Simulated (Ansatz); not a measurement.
Program: Ansatz. Geometries: PBE0-D4/def2-TZVP. ΔE: electronic, gas phase. CCSD(T)/CBS is the MP2 limit (def2-TZVPP, def2-QZVPP) plus CCSD(T) − MP2 in def2-TZVPP, frozen cores. This one scheme is used for every species. Functionals use def2-TZVPP. No spin–orbit coupling; open shells (•) take unrestricted orbitals. Elements past krypton have def2 core potentials. For Ge, I outer-core shells are correlated without core-valence functions, which leaves a few kJ/mol of doubt a bond. Scalar relativity is left out up to krypton. One conformer a species, not always the lowest.

Consider the homolysis of the Ge–O bond: `[OH][GeH2][I]` → `[GeH2][I]`• + `[OH]`•.

```
             level  ΔE (kcal/mol)  difference from CCSD(T)/CBS
         revPBE-D4           98.8                         -8.1
           PBE0-D4          100.7                         -6.2
        r2SCAN0-D4           97.6                         -9.3
           ωB97M-V          103.5                         -3.4
            revPBE           96.0                        -10.9
              BLYP           96.9                        -10.0
            r2SCAN          100.0                         -6.9
              PBE0           99.8                         -7.1
           r2SCANh           98.8                         -8.1
RPA@PBE/def2-TZVPP           97.3                         -9.6
      MP2/def2-SVP          105.5                         -1.4
  CCSD(T)/def2-SVP           98.3                         -8.6
    MP2/def2-TZVPP          111.7                          4.8
   CCSD/def2-TZVPP          101.1                         -5.8
CCSD(T)/def2-TZVPP          103.8                         -3.1
    CCSD/CBS(def2)          104.2                         -2.7
       CCSD(T)/CBS          106.9                            0
```

Largest T1 diagnostic among the species: 0.012.

From PBE to PBE0 (25 % exact exchange), in def2-TZVPP and without D4, ΔE moves by −2.2 kcal/mol: exact exchange takes away binding that semilocal exchange gives to molecules. The D4 term adds +1.7 kcal/mol with B3LYP and +0.9 kcal/mol with PBE0; it sums over pairs of atoms, weighted by their polarisabilities, and B3LYP, whose exchange is more repulsive, gets the larger term.

B3LYP here is the variant with VWN-RPA as its local correlation; programs differ in this.
